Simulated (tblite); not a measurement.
C7H13NSi.
Geometry (GFN2-xTB, Å), atoms numbered from 1 in this order:
```
atom  x, y, z in Å
C1    -1.3527   -2.6601   -0.1226
C2    -1.1707   -1.4778   -0.1115
C3    -0.9938   -0.0291   -0.0944
C4    -2.3081    0.6183    0.3634
C5     0.1738    0.3165    0.8380
Si6    1.8097    0.0085   -0.0943
C7     3.1827   -0.0973    1.2231
N8    -0.5197    0.3270   -1.4111
C9    -1.1406    1.0425   -2.2237
H10   -1.4966   -3.6994   -0.1221
H11   -2.2222    1.7039    0.3411
H12   -2.5211    0.3060    1.3831
H13   -3.1385    0.3080   -0.2691
H14    0.0985   -0.2700    1.7529
H15    0.0966    1.3675    1.1192
H16    2.1137    1.1390   -0.9794
H17    1.7554   -1.2558   -0.8274
H18    3.2470    0.8103    1.8169
H19    4.1493   -0.2475    0.7537
H20    3.0201   -0.9248    1.9081
H21   -2.1286    1.4839   -2.0720
H22   -0.6645    1.2499   -3.1727
```

Computed values, GFN2-xTB/tblite, gas phase, harmonic and unscaled. Errors from tens to a few hundred cm⁻¹ against measured bands are possible. Modes of hydrogen on silicon can be 10 to 20 % off. One conformer, not necessarily the lowest.

Harmonic wavenumbers (cm⁻¹): 54.9, 67.5, 74.2, 112.4, 134.7, 158.0, 167.8, 187.3, 257.8, 303.0, 320.7, 355.5, 428.7, 452.2, 459.2, 539.5, 615.9, 652.2, 664.1, 688.9, 702.8, 731.4, 741.1, 759.1, 775.5, 790.7, 825.6, 843.8, 928.7, 962.1, 980.7, 1067.8, 1080.8, 1158.9, 1174.1, 1239.0, 1264.8, 1374.4, 1390.4, 1425.7, 1473.8, 1492.1, 1494.7, 1499.1, 1503.0, 1759.5, 2216.7, 2264.9, 2285.2, 2905.7, 2979.3, 2999.8, 3015.6, 3018.8, 3033.8, 3035.4, 3041.2, 3052.6, 3053.1, 3392.6.

A = 1882, B = 933.9, C = 805.4 MHz; mass 139.082 u (most abundant isotopes); point group C1, symmetry number 1.

Q: Zero-point energy?

A: ½Σν̃ = 38214 cm⁻¹ = 457.15 kJ/mol.

Q: Entropy at 400 K, 1 bar (ideal gas, RRHO, classical rotation)?

A: Translation 176.51, rotation 128.38, vibration 218.74: S = 523.6 J/(mol K).

Q: And Cp and H(400 K) − H(0)?

A: Cp = 247.67 J/(mol K), of which vibrations give 214.42 (their classical limit is 60 R = 498.9); H(400 K) − H(0) = 58.52 kJ/mol without the zero-point energy, 45.22 from vibrations.

Q: Blend soft modes into free rotors: weight 1/[1 + (100 cm⁻¹/ν̃)⁴] for the oscillator and the rest for a rotor with moment μB/(μ + B), μ = h/(8π²ν), B = 10⁻⁴⁴ kg m². What vibrational entropy results?

A: 202.63 J/(mol K) in place of 218.74, which changes −T·S at 400 K by +6.44 kJ/mol.

Q: What must be added to the electronic energy to get the Gibbs energy at 400 K and 1 bar?

A: ZPE + [H(400 K) − H(0)] − T·S = 457.15 + 58.52 − 209.45 = 306.22 kJ/mol.

Q: Which modes carry the vibrational entropy at 400 K?

A: 54.9 cm⁻¹: 21.82; 67.5 cm⁻¹: 20.10; 74.2 cm⁻¹: 19.32; 112.4 cm⁻¹: 15.90; 134.7 cm⁻¹: 14.42; 158.0 cm⁻¹: 13.12 J/(mol K); the other 54 give 114.05 together.

Hindered rotation and anharmonicity are outside this model. Other conformers, if any are populated, would add a mixing term that is left out. The structure is chiral; the term R ln 2 for an equal mix with its mirror image is left out.

The run took 1.9 s on one thread, Intel Xeon at 2.50 GHz (x86_64) (shared host). The figure is for the frequency step alone.
